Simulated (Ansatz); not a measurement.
`CC([SiH3])(Cl)Cl` + `OBCl` → `[SiH3]OBCl` + `CC(Cl)Cl` at 298.15 K and 1 bar (ligand exchange at the Si–C bond).

Program: Ansatz. Geometries: PBE0-D4/def2-TZVP. ΔE: electronic, gas phase. CBS: MP2 limit from def2 TZ/QZ plus the TZ coupled-cluster correction, frozen cores. This one scheme is used for every species. One conformer a species, not always the lowest.

```
           species  CCSD(T)/CBS energy (Eh)  H − E (kJ/mol)  S (J/(mol·K))
`CC([SiH3])(Cl)Cl`              -1288.34619           209.8          352.0
            `OBCl`               -561.03999            87.8          264.5
      `[SiH3]OBCl`               -851.35221           134.0          324.4
        `CC(Cl)Cl`               -998.07052           166.2          303.2
```

H − E and S are ideal-gas, rigid-rotor, harmonic terms from PBE0-D4/def2-TZVP, for one conformer and one mirror image of each species. 1 Eh = 2625.50 kJ/mol, R = 8.31446 J/(mol·K).

By hand: ΔE, ΔH, ΔS and ΔG.

ΔE = (-851.35221) + (-998.07052) − (-1288.34619) − (-561.03999) = -0.03655 Eh = -96.0 kJ/mol. Δ(H − E) = 134.0 + 166.2 − 209.8 − 87.8 = 2.6, so ΔH = -93.4 kJ/mol. ΔS = 324.4 + 303.2 − 352.0 − 264.5 = 11.1 J/(mol·K). ΔG = -93.4 − 298.15 × (11.1)/1000 = -96.7 kJ/mol.

By hand: the equilibrium constant, and the temperature at which ΔG would vanish if ΔH and ΔS stayed fixed.

log₁₀ K = −ΔG/(RT ln 10) = 16.9. ΔH and −TΔS have one sign here, so there is no such temperature.

The number of gas molecules stays the same, so ΔS is small and ΔH decides. A doubt of 5 kJ/mol in ΔE shifts log₁₀ K by 0.9 here. Other conformers and mirror images would add mixing entropy, several J/(mol·K) or more a flexible species. These are equilibria of isolated gas molecules and say nothing of rates. Largest T1 diagnostic: 0.012 (customary marks: 0.02 for closed shells, 0.045 for open ones).

ΔS is within the doubt of such terms, so its sign, and with it that verdict, could turn.
